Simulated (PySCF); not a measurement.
[NbCl6]- (charge -1 and singlet state).
Bonds: Nb1–Cl2, Nb1–Cl3, Nb1–Cl4, Nb1–Cl5, Nb1–Cl6, Nb1–Cl7.

Computed by this run: PySCF 2.14.0, PBE0-D3(BJ)/def2-SVP geometry optimisation, gas phase, def2 core potentials past Kr; density fitting, grid level 1; the optimiser is geomeTRIC in internal coordinates, started from a GFN2-xTB structure with every atom displaced at random (about 0.03 Å).

The end geometry, which sets the zero of energy:
```
atom  x, y, z in Å
Nb1     0.0126   -0.0140   -0.0099
Cl2     0.0003   -0.0239    2.3521
Cl3     0.0189   -0.0040   -2.3719
Cl4     2.3749    0.0049   -0.0035
Cl5    -2.3492   -0.0368   -0.0240
Cl6    -0.0038    2.3478    0.0022
Cl7     0.0381   -2.3760   -0.0135
```

**Question.** These geometries come from the run, each turned onto the end geometry. Order them by energy, lowest first.
A.
```
atom  x, y, z in Å
Nb1     0.0252   -0.0218   -0.0064
Cl2     0.0507   -0.0266    2.3492
Cl3    -0.0430    0.0250   -2.3616
Cl4     2.3695   -0.0449    0.0510
Cl5    -2.3322    0.0097   -0.0809
Cl6    -0.0579    2.3341   -0.0187
Cl7     0.0795   -2.3776   -0.0012
```
B.
```
atom  x, y, z in Å
Nb1     0.0611   -0.0767    0.0123
Cl2    -0.0325   -0.0227    2.3708
Cl3    -0.0449    0.0023   -2.4031
Cl4     2.4769    0.0113    0.0049
Cl5    -2.3858   -0.0245   -0.0471
Cl6    -0.0160    2.3917    0.0022
Cl7     0.0331   -2.3835   -0.0085
```
C.
```
atom  x, y, z in Å
Nb1     0.0234   -0.0234   -0.0053
Cl2    -0.0008   -0.0162    2.3546
Cl3    -0.0079    0.0099   -2.3662
Cl4     2.3750   -0.0029    0.0005
Cl5    -2.3394   -0.0245   -0.0453
Cl6    -0.0101    2.3383    0.0011
Cl7     0.0517   -2.3833   -0.0080
```

**Answer.** C (0.005 eV), A (0.049 eV), B (0.189 eV).

In the order of the answer:

| step | E above end (eV) | largest force (eV/Å) | rms force component (eV/Å) | rms distance from end (Å) | rms bond change (Å) | bond most changed (Å) |
| --- | --- | --- | --- | --- | --- | --- |
| 3 | 0.005 | 0.19 | 0.059 | 0.019 | 0.005 | Nb1–Cl4 -0.011 |
| 2 | 0.049 | 0.34 | 0.156 | 0.059 | 0.008 | Nb1–Cl4 -0.017 |
| 0 | 0.189 | 1.84 | 0.570 | 0.063 | 0.069 | Nb1–Cl6 +0.108 |

What follows is the cost of the whole optimisation. Time: 1.7 min; peak memory 0.64 GiB. Hardware: an Arm Neoverse V2 with one thread, shared host with 32 logical CPUs at a one-minute load of 29.
